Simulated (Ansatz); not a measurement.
`OC[SiH2][SbH2]` and `CC[SiH2][SbH2]` differ in one atom or group.

Ansatz, PBE0-D4/def2-TZVP geometries, multiplicity 1. Each molecule was computed in one conformer, which needn't be the lowest.

Elements past krypton have def2 core potentials.  Spin–orbit coupling is left out; it splits and shifts lone-pair levels of the heavy atoms by tenths of an eV.

| property | `OC[SiH2][SbH2]` |
| --- | --- |
| HOMO–LUMO gap (ωB97M-V/def2-TZVPP) / eV | 10.44 |
| LUMO energy (PBE0/def2-TZVPP) / eV | -0.48 |
| LUMO energy (B3LYP/def2-TZVPP) / eV | -0.71 |
| LUMO energy (ωB97M-V/def2-TZVPP) / eV | 1.20 |
| size of the dipole moment (ωB97M-V/def2-TZVPP) / D | 1.36 |
| HOMO–LUMO gap (PBE/def2-TZVPP) / eV | 4.77 |

Question: Give the same properties after the change, and the shifts. (An estimate is asked.)

Answer: Computed: 
| property | `CC[SiH2][SbH2]` | shift |
| --- | --- | --- |
| HOMO–LUMO gap (ωB97M-V/def2-TZVPP) / eV | 10.27 | -0.17 |
| LUMO energy (PBE0/def2-TZVPP) / eV | -0.29 | 0.19 |
| LUMO energy (B3LYP/def2-TZVPP) / eV | -0.51 | 0.20 |
| LUMO energy (ωB97M-V/def2-TZVPP) / eV | 1.31 | 0.11 |
| size of the dipole moment (ωB97M-V/def2-TZVPP) / D | 1.19 | -0.17 |
| HOMO–LUMO gap (PBE/def2-TZVPP) / eV | 4.98 | 0.21 |

With PBE0 the HOMO rises by 0.26 eV and the LUMO rises by 0.19 eV, so the gap narrows by about 0.07 eV. PBE moves the HOMO by -0.01 eV and ωB97M-V by 0.28 eV. Dipoles are sizes alone; their direction can turn.

B3LYP here is the variant with VWN-RPA as its local correlation; programs differ in this.
